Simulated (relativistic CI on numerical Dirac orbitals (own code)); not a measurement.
Sensitivity of the levels of Hf XLV to α and to the nuclear radius

These numbers are calculated, not measured: Dirac-Coulomb-Breit CI, orbitals from a KLI potential per configuration, derivatives by finite differences, unscaled Slater integrals, QED left out (own radial code, finite nucleus).

CI space (outside the closed core [Ne] 3s2): 3p6.3d10, 3p6.3d9.4s, 3p6.3d9.4p, 3p6.3d9.4d, 3p5.3d10.4s, 3p6.3d9.4f, 3p5.3d10.4p, 3p6.3d8.4s2. Levels of other configurations are missing.

With x = (α/α₀)² − 1 an excitation energy changes as ω = ω₀ + qx; K = 2q/ω₀ is the relative enhancement. Terms are leading LS components, so labels can repeat. The field-shift factor is F = δν/δ⟨r²⟩ for the transition from the lowest level.

Lowest level 3p6.3d10 1S_0.

| Level | ω₀ (cm⁻¹) | q (cm⁻¹) | K | F (GHz/fm²) |
| --- | --- | --- | --- | --- |
| 3p6.3d9.4s 3D_3 | 11671927 | -1.386e+06 | -0.237 | 1980 |
| 3p6.3d9.4s 1D_2 | 11686580 | -1.384e+06 | -0.237 | 1980 |
| 3p6.3d9.4s 3D_1 | 12139912 | -913200 | -0.15 | 1990 |
| 3p6.3d9.4s 3D_2 | 12149448 | -913100 | -0.15 | 1990 |
| 3p6.3d9.4p 3P°_2 | 12422512 | -1.264e+06 | -0.204 | 226 |
| 3p6.3d9.4p 3F°_3 | 12432874 | -1.267e+06 | -0.204 | 224 |
| 3p6.3d9.4p 3F°_2 | 12891742 | -795000 | -0.123 | 234 |
| 3p6.3d9.4p 3D°_1 | 12917089 | -788500 | -0.122 | 234 |
| 3p6.3d9.4p 3F°_4 | 13140949 | -400900 | -0.061 | 120 |
| 3p6.3d9.4p 1D°_2 | 13155070 | -402900 | -0.0613 | 124 |
| 3p6.3d9.4p 1P°_1 | 13163599 | -400500 | -0.0608 | 126 |
| 3p6.3d9.4p 3D°_3 | 13179830 | -399000 | -0.0606 | 120 |
| 3p6.3d9.4p 3P°_0 | 13581621 | 74860 | 0.011 | 133 |

At this charge energies of transitions that change n are usually good to better than 1 %, and those within a shell (Δn = 0) to a few per cent.
